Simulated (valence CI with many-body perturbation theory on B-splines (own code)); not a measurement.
**Yb L: one-electron terms**

Calculated by valence CI with perturbative core correlation (CI+MBPT): three valence electrons over a frozen Dirac-Fock core [Ar], radial functions for each j: 9 s, 9 p, 10 d, 8 f, 5 g, 3 h, 1 i, with the one-electron correlation potential Σ1 (screened to all orders), the two-electron term Σ2, the three-electron term Σ3, Breit, model QED; selected single and double excitations, second order for the rest (own B-spline code, finite nucleus).

No measured spectrum was set against this ion. As an estimate, large intervals hold to a few tenths of a per cent, small ones and those within an open d or f shell to about a per cent. Only levels of the ground parity were solved; by the run's estimate the other parity begins above the list, which can be wrong where configurations are misplaced.

These are the spectroscopic orbitals of the CI (the correlating ones are not listed), shaped by the core and the other valence electrons. h is the expectation value of the core's Dirac-Fock operator, without the valence repulsion; Σ1 is computed up to l = 3 at one energy for each symmetry, that of its lowest orbital but kept below the first core excitation, so for empty shells it is not the orbital's own correlation shift; Breit and QED include the response of the core.

| Orbital | h (hartree) | Σ1 (cm⁻¹) | Breit (cm⁻¹) | QED (cm⁻¹) | ⟨r⟩ (bohr) |
| --- | --- | --- | --- | --- | --- |
| 4s1/2 | -101.88 | -8368 | 13335 | 10228 | 0.3933 |
| 5s1/2 | -62.619 | -3218 | 6396 | 5013 | 0.6386 |
| 6s1/2 | -42.384 | -1618 | 3502 | 2800 | 0.9447 |
| 4p1/2 | -99.023 | -11256 | 21379 | 259 | 0.3865 |
| 5p1/2 | -61.201 | -4055 | 10466 | 139 | 0.6354 |
| 6p1/2 | -41.583 | -1993 | 5799 | 80.8 | 0.9452 |
| 4p3/2 | -95.36 | -10468 | 12635 | 1208 | 0.4026 |
| 5p3/2 | -59.416 | -3935 | 6235 | 608 | 0.6553 |
| 6p3/2 | -40.58 | -1964 | 3766 | 346 | 0.9691 |
| 3d3/2 | -170.18 | -22160 | 26355 | -1896 | 0.1767 |
| 4d3/2 | -91.381 | -11046 | 10071 | -552 | 0.3796 |
| 5d3/2 | -57.5 | -4219 | 4905 | -251 | 0.6394 |
| 3d5/2 | -167.94 | -20270 | 14001 | -621 | 0.1802 |
| 4d5/2 | -90.539 | -10483 | 5329 | -98.5 | 0.3839 |
| 5d5/2 | -57.079 | -3959 | 2563 | -27.9 | 0.6447 |
| 4f5/2 | -86.976 | -28525 | 1529 | -402 | 0.3403 |
| 5f5/2 | -55.435 | -10988 | 661 | -187 | 0.6066 |
| 4f7/2 | -86.667 | -22843 | -7.2 | -207 | 0.3423 |
| 5f7/2 | -55.27 | -8825 | 56.2 | -87.8 | 0.6090 |
| 5g7/2 | -54.317 |  | 141 | -57.3 | 0.5435 |
| 5g9/2 | -54.238 |  | -44.8 | -7.8 | 0.5448 |

Among the shells of the start configuration 3d3, Σ1 is largest in size for 3d3/2, where it is 0.059 % of h.

Lowest root of each symmetry, sizes in configuration state functions:

```tsv
J	Parity	Roots	Reference	Variational	Second order	Change by selected CI (cm⁻¹)	Change by second order (cm⁻¹)
1/2	even	2	43	3432	784	-6331	-1
3/2	even	5	71	6407	5118	-6183	-1
5/2	even	5	79	7777	10577	-4502	-1
7/2	even	3	66	7611	2064	-5567	-1
9/2	even	3	49	6829	1830	-5708	-1
11/2	even	1	25	4716	2152	-6009	-2
```
